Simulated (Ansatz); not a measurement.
CaF2, singlet, geometry from GFN2-xTB (such geometries of metal compounds can be far from the true shape); B3LYP/6-311G** in Ansatz (a program for electronic structure).

The Ansatz input:
Ansatz 0.2 input:
```yaml
crystal:
  periodic: [false, false, false]
  atoms:
    - {symbol: Ca, position_ang: [0.48463727, -0.07969732, -0.18176975]}
    - {symbol: F, position_ang: [-0.72534756, 1.23563849, -0.79918929]}
    - {symbol: F, position_ang: [-0.35162414, -1.05853334, 1.20312207]}
basis:
  gaussian:
    orbitals: 6-311G__.json
hamiltonian:
  xc: b3lyp
```
The basis file holds 6-311G** in the JSON format of the Basis Set Exchange.

Question: Predict the main parts of the log of this Ansatz run.

Answer: 
```
Functional definition: B3LYP
718 factors; their error is unknown
mean field evaluation 1: about -23870.6920 eV, gradient 6.7e1 eV
mean field evaluation 2: about -23768.3313 eV, gradient 2.3e2 eV
mean field evaluation 4: about -23877.3335 eV, gradient 4.5e0 eV
mean field evaluation 8: about -23877.3551 eV, gradient 2.0e-2 eV
mean field evaluation 16: about -23877.3686 eV, gradient 1.2e-5 eV
mean field -23877.36859804 eV, -877.4771113163 hartree, gradient 1.2e-5 eV, S^2 0.000000; 0 other end points of the search recorded, 0 dependent functions left out
reference -23877.36886906 eV, -877.4771212762 hartree; 19, 19 occupied and 56, 56 virtual orbitals, 718 factors
Total energy: -23877.36886906 eV, -877.4771212762 hartree
```
